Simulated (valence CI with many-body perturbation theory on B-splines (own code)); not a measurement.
**Energy levels of Re LXXI**

Computed by valence CI with perturbative core correlation (CI+MBPT): three valence electrons over a frozen Dirac-Fock core [He], radial functions for each j: 11 s, 11 p, 9 d, 7 f, 5 g, 2 h, 1 i, with the one-electron correlation potential Σ1, the two-electron term Σ2, the three-electron term Σ3, Breit, model QED; selected CI, second order for the rest (own B-spline code, finite nucleus).

The last digits are not significant, and no measured levels were compared; by estimate large intervals hold to a few tenths of a per cent, small ones and those within an open d or f shell to about a per cent.

Levels 1 to 45 of 103, with energies above the lowest level, (2s^2 2p1/2) J=1/2. "Leading %" is the weight of the configuration and term that name the level; weights of strongly mixed levels are sums over their largest components and can fall short. In the jj column 3d3/2^4 stands for four electrons in 3d with j = 3/2.

```tsv
No.	Configuration	Term	J	E (× 10³ cm⁻¹)	Leading %	g	Second component	Leading jj
1	2s²2p	²P°	1/2	0.00	100	0.614		2s^2 2p1/2 (100 %)
2	2s2p²	⁴P	1/2	2239.9	49	2.021	32 % 2s2p² ²S	2s 2p1/2^2 (100 %)
3	2s²2p	²P°	3/2	12547	99	1.296		2s^2 2p3/2 (99 %)
4	2s2p²	⁴P	3/2	14127	90	1.616	7 % 2s2p² ²D	2s 2p1/2 2p3/2 (100 %)
5	2s2p²	²D	5/2	14457	64	1.303	36 % 2s2p² ⁴P	2s 2p1/2 2p3/2 (100 %)
6	2s2p²	²P	1/2	15056	68	1.270	31 % 2s2p² ⁴P	2s 2p1/2 2p3/2 (100 %)
7	2s2p²	²D	3/2	15073	61	0.972	38 % 2s2p² ²P	2s 2p1/2 2p3/2 (100 %)
8	2p³	²P°	3/2	17394	49	1.309	27 % 2p³ ²D°	2p1/2^2 2p3/2 (99 %)
9	2s2p²	⁴P	5/2	26817	64	1.415	36 % 2s2p² ²D	2s 2p3/2^2 (100 %)
10	2s2p²	²S	1/2	27717	68	1.917	20 % 2s2p² ⁴P	2s 2p3/2^2 (100 %)
11	2s2p²	²P	3/2	27722	59	1.166	32 % 2s2p² ²D	2s 2p3/2^2 (100 %)
12	2p³	⁴S°	3/2	29532	55	1.431	44 % 2p³ ²D°	2p1/2 2p3/2^2 (100 %)
13	2p³	²D°	5/2	29715	100	1.160		2p1/2 2p3/2^2 (100 %)
14	2p³	²P°	1/2	30192	100	0.614		2p1/2 2p3/2^2 (100 %)
15	2p³	²P°	3/2	42434	51	1.285	28 % 2p³ ²D°	2p3/2^3 (100 %)
16	2s²3s	²S	1/2	88478	98	1.980		2s^2 3s (98 %)
17	2s²3p	²P°	1/2	89217	96	0.657		2s^2 3p1/2 (96 %)
18	2s2p3s	⁴P°	1/2	89976	85	2.348	14 % 2s2p3s ²P°	2s 2p1/2 3s (99 %)
19	2s2p3s	⁴P°	3/2	90206	58	1.526	41 % 2s2p3s ²P°	2s 2p1/2 3s (100 %)
20	2s2p3s	²P°	1/2	90463	95	0.692	4 % 2s2p3s ⁴P°	2s 2p1/2 3s (99 %)
21	2s2p3p	⁴D	1/2	90599	72	0.260	20 % 2s2p3p ²P	2s 2p1/2 3p1/2 (100 %)
22	2s2p3p	⁴D	3/2	90834	39	1.082	34 % 2s2p3p ²D	2s 2p1/2 3p1/2 (100 %)
23	2s2p3p	⁴P	1/2	91213	45	1.906	31 % 2s2p3p ²S	2s 2p1/2 3p1/2 (99 %)
24	2p²3s	⁴P	1/2	92659	44	1.976	30 % 2p²3s ²S	2p1/2^2 3s (97 %)
25	2s²3p	²P°	3/2	92921	98	1.318		2s^2 3p3/2 (98 %)
26	2p²3p	²P°	1/2	93243	46	0.642	37 % 2p²3p ⁴D°	2p1/2^2 3p1/2 (97 %)
27	2s²3d	²D	3/2	93403	98	0.784		2s^2 3d3/2 (98 %)
28	2s²3d	²D	5/2	94377	91	1.194		2s^2 3d5/2 (91 %)
29	2s2p3p	⁴P	3/2	94407	31	1.386	27 % 2s2p3p ⁴D	2s 2p1/2 3p3/2 (100 %)
30	2s2p3p	²D	5/2	94687	41	1.302	39 % 2s2p3p ⁴D	2s 2p1/2 3p3/2 (92 %)
31	2s2p3p	²D	3/2	94702	42	1.241	24 % 2s2p3p ²P	2s 2p1/2 3p3/2 (100 %)
32	2s2p3p	²P	1/2	94739	44	1.334	20 % 2s2p3p ²S	2s 2p1/2 3p3/2 (98 %)
33	2s2p3d	⁴F°	3/2	94789	69	0.571	13 % 2s2p3d ²D°	2s 2p1/2 3d3/2 (100 %)
34	2s2p3d	⁴F°	5/2	95046	40	0.999	33 % 2s2p3d ²F°	2s 2p1/2 3d3/2 (99 %)
35	2s2p3d	²P°	3/2	95195	30	1.151	23 % 2s2p3d ⁴D°	2s 2p1/2 3d3/2 (99 %)
36	2s2p3d	⁴D°	1/2	95227	53	0.437	40 % 2s2p3d ²P°	2s 2p1/2 3d3/2 (99 %)
37	2s2p3d	⁴P°	5/2	95866	33	1.298	30 % 2s2p3d ⁴D°	2s 2p1/2 3d5/2 (100 %)
38	2s2p3d	²F°	7/2	96108	40	1.219	36 % 2s2p3d ⁴F°	2s 2p1/2 3d5/2 (100 %)
39	2s2p3d	²F°	5/2	96205	47	1.074	25 % 2s2p3d ²D°	2s 2p1/2 3d5/2 (99 %)
40	2s2p3d	²P°	3/2	96211	39	1.120	32 % 2s2p3d ²D°	2s 2p1/2 3d5/2 (96 %)
41	2p²3p	²P°	3/2	97080	34	1.316	19 % 2p²3p ⁴D°	2p1/2^2 3p3/2 (96 %)
42	2p²3d	²D	3/2	97432	43	0.781	32 % 2p²3d ⁴F	2p1/2^2 3d3/2 (98 %)
43	2p²3d	²D	5/2	98520	36	1.186	18 % 2p²3d ⁴D	2p1/2^2 3d5/2 (98 %)
44	2s2p3s	⁴P°	5/2	102560	100	1.563		2s 2p3/2 3s (100 %)
45	2s2p3s	²P°	3/2	102790	76	1.384	24 % 2s2p3s ⁴P°	2s 2p3/2 3s (100 %)
```

The ionisation energy to 2s² ¹S0 of the next ion comes out as 19416 eV (NIST: 19420 ± 60 eV (theoretical)). All 103 levels together are meant to be complete up to 111270 × 10³ cm⁻¹.
